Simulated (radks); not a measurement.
Spherical quantum dot in the effective-mass picture: electrons in a well V = -V0 / (1 + exp((r - R)/a)) with V0 = 4.17, R = 13.6, a = 0.68, with a point charge +2 (a donor) at the centre, all in effective atomic units (hartree* = m*/eps^2 hartree, bohr* = eps/m* bohr), one dielectric constant everywhere. Calculated with a radial shooting solver with Libxc functionals: non-relativistic Kohn-Sham, LDA (Slater exchange, Perdew-Wang correlation), spin-polarised, spherical densities. Levels are named by radial order and angular momentum (1s, 1p, 1d, 2s, ...), and open shells are averaged over m.

N = 6, configuration 1s2 1p(up 3, down 0) 2s(up 1, down 0). This is the lowest configuration that the search found (a dilute case). Occupied and some empty levels:

level    occupation  eigenvalue (hartree*)  <r> (bohr*)
1s up             1                -4.2168       0.9657
1s down           1                -4.2160       0.9632
2s up             1                -3.7895        7.929
1p up             3                -3.7713        8.169
2s down           0                -3.7515        7.948
1d up             0                -3.7377        8.553
1p down           0                -3.7334        8.222
1d down           0                -3.7001        8.651
1f up             0                -3.6933        8.866
1f down           0                -3.6567        8.972
1g up             0                -3.6392        9.136
2p up             0                -3.6227        6.553
1g down           0                -3.6039        9.240
2p down           0                -3.5958        6.389

Energy (hartree*): total -27.0558, kinetic 2.9905, external -32.627, Hartree 3.9435, exchange-correlation -1.3625.

Electron density:

r (bohr*)  n(r) (e/bohr*^3)
0.615                0.3506
1.64                0.01380
2.67              0.0009939
3.70              0.0004290
4.72              0.0005935
5.75              0.0008345
6.78               0.001033
7.81               0.001074
8.84              0.0008850
9.86              0.0005280
10.9              0.0001969
11.9             0.00003487
12.9              1.923e-06
